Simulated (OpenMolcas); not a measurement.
# OpenMolcas run: neutral chromium

Input:

```
&GATEWAY
Coord
1

Cr 0.0 0.0 0.0
Basis=ANO-RCC-VTZP
Group=XYZ
NoMove
AngMom=0.0 0.0 0.0
AMFI
&SEWARD
* reference wave functions (RASSCF and RASSI steps not shown): 6 electrons in 6 orbitals (3d 4s)
>>> COPY JOB001 $Project.JobIph
&CASPT2
Multistate=1 1
Frozen=2 3
IPEA=0.25
Imaginary=0.1
MaxIter=60
WThr=0.0 0.3 0.05
PrWF=0.5
NoMix
>>> COPY JOB002 $Project.JobIph
&CASPT2
Multistate=23 1 2 3 4 5 6 7 8 9 10 11 12 13 14 15 16 17 18 19 20 21 22
23
Frozen=2 3
IPEA=0.25
Imaginary=0.1
MaxIter=60
WThr=0.0 0.3 0.05
PrWF=0.5
NoMix
>>> COPY JOB003 $Project.JobIph
&CASPT2
Multistate=9 1 2 3 4 5 6 7 8 9
Frozen=2 3
IPEA=0.25
Imaginary=0.1
MaxIter=60
WThr=0.0 0.3 0.05
PrWF=0.5
NoMix
```

Launched by
```bash
OMP_NUM_THREADS=1 MOLCAS_MEM=1689 MOLCAS_PROJECT=a pymolcas a.inp > a.log  # once for each step of the input, in one work folder
```

Output, cut to the results:

```
--- CASPT2 ---
Orbital specifications:
      -----------------------

      Symmetry species                           1   2
                                                ag  au
      Frozen orbitals                            2   3
      Inactive orbitals                          1   3
      Active orbitals                            6   0
      Secondary orbitals                        21  23
      Deleted orbitals                           0   0
      Number of basis functions                 30  29
Type of calculation                        SS-CASPT2
      Fock operator                              state-specific
      IPEA shift                                 0.25
      Real shift                                 0.00
      Imaginary shift                            0.10
      The input orbitals will be transformed to quasi-canonical
Reference energy:       -1049.6497277950
      E2 (Non-variational):      -0.4761798133
      Shift correction:          -0.0005360797
      E2 (Variational):          -0.4767158929
      Total energy:           -1050.1264436880
      Residual norm:              0.0000000786
      Reference weight:           0.90356
      Contributions to the CASPT2 correlation energy
      Active & Virtual Only:         -0.1118024716
      One Inactive Excited:          -0.2272486978
      Two Inactive Excited:          -0.1371286439
::    CASPT2 Root  1     Total energy:  -1050.12644369
--- CASPT2 ---
Orbital specifications:
      -----------------------

      Symmetry species                           1   2
                                                ag  au
      Frozen orbitals                            2   3
      Inactive orbitals                          1   3
      Active orbitals                            6   0
      Secondary orbitals                        21  23
      Deleted orbitals                           0   0
      Number of basis functions                 30  29
Type of calculation                        MS-CASPT2
      Fock operator                              state-specific
      IPEA shift                                 0.25
      Real shift                                 0.00
      Imaginary shift                            0.10
      The input orbitals will be transformed to quasi-canonical
Reference energy:       -1049.5957669792
      E2 (Non-variational):      -0.4944644880
      Shift correction:          -0.0012329015
      E2 (Variational):          -0.4956973895
      Total energy:           -1050.0914643687
      Residual norm:              0.0000003416
      Reference weight:           0.87660
      Contributions to the CASPT2 correlation energy
      Active & Virtual Only:         -0.1320083995
      One Inactive Excited:          -0.2257933492
      Two Inactive Excited:          -0.1366627392
Reference energy:       -1049.5534760969
      E2 (Non-variational):      -0.5338224607
      Shift correction:          -0.0015088658
      E2 (Variational):          -0.5353313265
      Total energy:           -1050.0888074235
      Residual norm:              0.0000007281
      Reference weight:           0.84934
      Contributions to the CASPT2 correlation energy
      Active & Virtual Only:         -0.1717909768
      One Inactive Excited:          -0.2105478138
      Two Inactive Excited:          -0.1514836700
::    CASPT2 Root  1     Total energy:  -1050.09146437
::    CASPT2 Root  2     Total energy:  -1050.08880742
::    CASPT2 Root  3     Total energy:  -1050.08878452
::    CASPT2 Root  4     Total energy:  -1050.08881906
::    CASPT2 Root  5     Total energy:  -1050.08877947
::    CASPT2 Root  6     Total energy:  -1050.08867804
::    CASPT2 Root  7     Total energy:  -1050.01643158
::    CASPT2 Root  8     Total energy:  -1050.01678808
::    CASPT2 Root  9     Total energy:  -1050.01679568
::    CASPT2 Root 10     Total energy:  -1050.01692211
::    CASPT2 Root 11     Total energy:  -1050.01671719
::    CASPT2 Root 12     Total energy:  -1050.01683346
::    CASPT2 Root 13     Total energy:  -1050.01675104
::    CASPT2 Root 14     Total energy:  -1050.01660761
::    CASPT2 Root 15     Total energy:  -1050.01662861
::    CASPT2 Root 16     Total energy:  -1050.00978906
::    CASPT2 Root 17     Total energy:  -1050.00970832
::    CASPT2 Root 18     Total energy:  -1050.00940470
::    CASPT2 Root 19     Total energy:  -1049.99951339
::    CASPT2 Root 20     Total energy:  -1049.99949553
::    CASPT2 Root 21     Total energy:  -1049.99946458
::    CASPT2 Root 22     Total energy:  -1050.00010041
::    CASPT2 Root 23     Total energy:  -1050.00011408
::    MS-CASPT2 Root  1     Total energy:  -1050.09152521
::    MS-CASPT2 Root  2     Total energy:  -1050.09102220
::    MS-CASPT2 Root  3     Total energy:  -1050.09090726
::    MS-CASPT2 Root  4     Total energy:  -1050.09073214
::    MS-CASPT2 Root  5     Total energy:  -1050.09063712
::    MS-CASPT2 Root  6     Total energy:  -1050.09038991
::    MS-CASPT2 Root  7     Total energy:  -1050.01846659
--- CASPT2 ---
Orbital specifications:
      -----------------------

      Symmetry species                           1   2
                                                ag  au
      Frozen orbitals                            2   3
      Inactive orbitals                          1   3
      Active orbitals                            6   0
      Secondary orbitals                        21  23
      Deleted orbitals                           0   0
      Number of basis functions                 30  29
Type of calculation                        MS-CASPT2
      Fock operator                              state-specific
      IPEA shift                                 0.25
      Real shift                                 0.00
      Imaginary shift                            0.10
      The input orbitals will be transformed to quasi-canonical
Reference energy:       -1049.4969745972
      E2 (Non-variational):      -0.4979382911
      Shift correction:          -0.0007317996
...
```

Levels above the lowest, from the spin-orbit matrix with the multistate effective Hamiltonian, averaged by term, added to it:

| Configuration | Term | J | E (cm-1) | Measured (cm-1) | Term weight % | Second |
| --- | --- | --- | --- | --- | --- | --- |
| 3d5 4s | 7S | 3 | 0.0 | 0.0 | 100 |  |
| 3d4 4s2 | 5D | 0 | 7530 | 7751 | 98 | 2 3d5 4s 5D |
| 3d4 4s2 | 5D | 1 | 7580 | 7811 | 98 | 2 3d5 4s 5D |
| 3d5 4s | 5S | 2 | 7680 | 7593 | 100 |  |
| 3d4 4s2 | 5D | 2 | 7690 | 7927 | 98 | 2 3d5 4s 5D |
| 3d4 4s2 | 5D | 3 | 7840 | 8095 | 98 | 2 3d5 4s 5D |
| 3d4 4s2 | 5D | 4 | 8050 | 8308 | 98 | 2 3d5 4s 5D |
| 3d5 4s | 5G | 4 | 24090 | 20524 | 100 |  |
| 3d5 4s | 5G | 5 | 24090 | 20524 | 100 |  |
| 3d5 4s | 5G | 3 | 24090 | 20521 | 100 |  |
| 3d5 4s | 5G | 2 | 24090 | 20517 | 100 |  |
| 3d5 4s | 5G | 6 | 24090 | 20520 | 100 |  |
| 3d5 4s | 5P | 2 | 25620 | 21848 | 99 |  |
| 3d5 4s | 5P | 3 | 25620 | 21841 | 99 |  |
| 3d5 4s | 5P | 1 | 25630 | 21857 | 100 |  |
| 3d5 4s | 5D | 4 | 28250 |  | 98 | 2 3d4 4s2 5D |
| 3d5 4s | 5D | 0 | 28250 |  | 98 | 2 3d4 4s2 5D |
| 3d5 4s | 5D | 1 | 28260 |  | 97 | 2 3d4 4s2 5D |
| 3d5 4s | 5D | 2 | 28280 |  | 97 | 2 3d4 4s2 5D |
| 3d5 4s | 5D | 3 | 28280 |  | 97 | 2 3d4 4s2 5D |
| 3d5 4s | 3G | 3 | 28640 |  | 100 |  |
| 3d5 4s | 3G | 4 | 28640 |  | 100 |  |
| 3d5 4s | 3G | 5 | 28640 |  | 100 |  |

Against the 14 measured excited levels shown (NIST Handbook of Basic Atomic Spectroscopic Data) the mean absolute deviation is 2200 cm-1; the largest miss in energy is 3d5 4s 5P3: computed 25620, measured 21841 cm-1 (+17.3 %).

CASPT2 breaks the degeneracy within a term, and the mean is taken; among the terms shown or strongly mixed into the levels shown the widest spread is 860 cm-1 (3d5 4s 3G). Over all roots computed the reference weight is 0.85 to 0.91; the roots of lowest weight are the least certain, and an intruder state may touch them. A single d shell beside an s shell can misplace configurations of different d count against each other. The CASPT2 spread within a term exceeds the gap to the next term for 3d5 4s 5D and 3d5 4s 3G, so the order of their levels is uncertain, and so are names and mixing where such terms share a J. Some terms miss by over 15 % even with CASPT2, which points to a basis or an active space too small for the shells correlated. Computed and measured levels are paired by configuration, term and J; levels that our copy of the source lacks, or whose pairing is in doubt (as where it misses far off the trend of its configuration), stay unpaired and out of the deviations. Levels of configurations outside the active space are missing. The first state left out of the spin-orbit step lies near 36000 cm-1 above the lowest spin-free state of the reference (among the parities and spins computed), and the list stops at four fifths of that energy or lower.

The term weight is that of the spin-free term in the level, not the purity of its configuration.
